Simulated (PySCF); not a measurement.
CH6AlClSi, SMILES [Al]([CH3])([SiH3])[Cl].

Coordinates come from a PBE0-D3(BJ)/def2-SVP optimisation. The structure was generated by enumeration; whether it is a known compound was not checked.

All values below come from IEF-PCM-M06-2X/def2-SVP (PySCF).

The values are the electrostatic part of the solvation free energy, E(continuum) − E(gas) at the gas-phase geometry, in a cavity of scaled van der Waals radii (PySCF's table); cavitation and dispersion terms are not included. A continuum can't describe solvent molecules that bind to the metal. In vacuum the orbital gap is 7.66 eV. The dipole moment in vacuum is 1.83 D.

Computed values in water (ε = 78.36), toluene (ε = 2.37), acetone (ε = 20.49):
| solvent | ε | ΔG(elec) (kcal/mol) | dipole (D) | gap (eV) |
|---|---|---|---|---|
| water | 78.36 | -4.9 | 2.41 | 7.94 |
| toluene | 2.37 | -2.2 | 2.09 | 7.78 |
| acetone | 20.49 | -4.6 | 2.37 | 7.92 |
